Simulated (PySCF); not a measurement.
A structure optimised at PBE-D3(BJ)/def2-SVP, used in a PySCF frequency run:

```
C
C 1 1.3442
H 2 1.1033 1 121.40
H 2 1.1034 3 117.07 1 179.78
H 1 1.1046 2 121.03 3 179.26
Ge 1 1.9384 5 116.56 2 179.22
H 6 1.5464 1 116.91 5 61.09
Cl 6 2.1774 7 106.70 1 122.00
Cl 6 2.1779 7 107.68 1 -121.80
```
Charge 0, spin multiplicity 1.

Problem. Write its SMILES and formula.

Solution. C=[CH][GeH]([Cl])[Cl], C2H4Cl2Ge

Problem. What are its rotational constants (standard atomic weights)?

Solution. 2.3433, 1.6997, 1.1616 GHz
